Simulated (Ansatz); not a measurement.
```yaml
crystal:
  periodic: [false, false, false]
  atoms:
    - {symbol: C, position_ang: [-0.717689, 0.777802, -0.838796]}
    - {symbol: N, position_ang: [0.109298, -0.316319, -0.382095]}
    - {symbol: Sn, position_ang: [0.421217, -0.747862, 1.587993]}
    - {symbol: F, position_ang: [1.497864, -2.341506, 1.333988]}
    - {symbol: H, position_ang: [-0.416908, 1.076639, -1.849183]}
    - {symbol: H, position_ang: [-1.790456, 0.549063, -0.867645]}
    - {symbol: H, position_ang: [-0.579989, 1.648837, -0.193044]}
    - {symbol: H, position_ang: [-0.001979, -1.143860, -0.956006]}
    - {symbol: H, position_ang: [1.567041, 0.450908, 2.147788]}
basis:
  gaussian: {orbitals: STO-3G}
magnetization: {spin_polarized: true, initial_magnetization: 1}
hamiltonian: {xc: {name: r2SCAN}, dispersion: rvv10}
accuracy: high
scf: {lower_state_search: off}
```

```sh
$ ansatz run in.yaml --threads 4 --pin off --events-out ev --progress --plain --max-ram 10444MiB
```

It prints (some lines left out):

```
Functional definition: r2SCAN+rVV10
930 factors; integrals over basis functions are off by at most 4.7e-9 eV
mean field evaluation 1: about -167575.5250 eV, gradient 1.5e1 eV
mean field evaluation 2: about -167569.7224 eV, gradient 3.1e1 eV
mean field evaluation 4: about -167577.2699 eV, gradient 3.1e0 eV
mean field evaluation 8: about -167577.2576 eV, gradient 7.0e-2 eV
mean field evaluation 16: about -167577.2577 eV, gradient 2.3e-5 eV
mean field -167577.25769758 eV, -6158.3506324411 hartree, gradient 8.1e-8 eV, S^2 0.752537; 0 other end points of the search recorded, 0 dependent functions left out
reference -167577.25769863 eV, -6158.3506324797 hartree; 39, 38 occupied and 8, 9 virtual orbitals, 930 factors
Total energy: -167577.25769863 eV, -6158.3506324797 hartree
Checks for a lower state left out: stability, starts, cluster_reference, orbital_swaps, neighbouring_geometries, increment
```

Hardware: 4 threads of an AMD EPYC 9R45 on a shared host. Wall time 2.3 s, peak host memory 0.41 GiB.
